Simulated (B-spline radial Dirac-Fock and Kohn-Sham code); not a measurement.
**Two-hole binding energies of Gd⁴⁺**

System: gadolinium as Gd⁴⁺ in the configuration 1s2 2s2 2p6 3s2 3p6 3d10 4s2 4p6 4d10 4f6 5s2 5p6.

Method: ΔSCF Dirac-Fock with Breit, self-energy and vacuum polarisation, finite nucleus, configuration average. Computed with a B-spline atomic structure program. U is the two-hole binding energy less the two single-hole energies, the effective repulsion of the holes after relaxation. Each two-hole energy is an average over J within one jj subconfiguration.

```tsv
holes	E(a) (eV)	E(b) (eV)	E(ab) (eV)	U (eV)
1s⁻²	50298.1	50298.1	?	?
1s⁻¹ 2p1/2⁻¹	50298.1	7993.1	58619.9	328.8
1s⁻¹ 2p3/2⁻¹	50298.1	7305.5	57888.7	285.2
1s⁻¹ 3p1/2⁻¹	50298.1	1755.6	52153.5	99.8
2s⁻²	8443.9	8443.9	17071.8	183.9
2p1/2⁻²	7993.1	7993.1	16219.2	233.0
2s⁻¹ 3d3/2⁻¹	8443.9	1280.7	9808.7	84.1
3p1/2⁻²	1755.6	1755.6	3574.1	62.8
3d3/2⁻¹ 3d5/2⁻¹	1280.7	1250.3	2596.3	65.2
4d3/2⁻²	212.9	212.9	451.6	25.9
4d3/2⁻¹ 4d5/2⁻¹	212.9	207.1	446.2	26.2
4d5/2⁻²	207.1	207.1	440.1	25.8
5p1/2⁻¹ 5p3/2⁻¹	76.61	71.57	162.8	14.6
5p3/2⁻²	71.57	71.57	157.8	14.7
```

**Question.** Give the missing two-hole energy and U.

**Answer.** E(ab) = 101720.8 eV and U = 1124.7 eV.

Run: 73 s of CPU time on 1 thread of Neoverse-N1 (shared host), peak memory 0.54 GiB.
